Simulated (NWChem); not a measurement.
System: BF cation, doublet

NWChem input:

```
start job
memory heap 200 mb stack 900 mb global 1100 mb
charge 1
geometry units angstroms noautosym nocenter noautoz
  B      0.000000     0.000000    -0.777302
  F      0.000000     0.000000     0.435094
end
basis spherical
  B library aug-cc-pvdz
  F library aug-cc-pvdz
end
dft
  odft
  mult 2
  xc xpbe96 cpbe96
  iterations 150
end
tddft
  cis
  nroots 6
end
task tddft energy
```

The geometry was optimised at PBE0-D3(BJ)/def2-TZVP, spin-unrestricted. No stability test was run on the SCF state.

Vertical excitations in the gas phase. Excited states of an open shell can be spin-contaminated.

Problem. What results follow from this input? (PBE/aug-cc-pVDZ, spin-unrestricted, TDA.) Quantities: lowest excitation (eV); oscillator strength of that lowest state; lowest state with f > 0.02 (eV); oscillator strength of that bright state; lowest empty minus highest occupied level, either spin (eV).

Solution. 
- lowest excitation (eV): 6.43
- oscillator strength of that lowest state: 0.055
- lowest state with f > 0.02 (eV): 6.43
- oscillator strength of that bright state: 0.055
- lowest empty minus highest occupied level, either spin (eV): 3.61
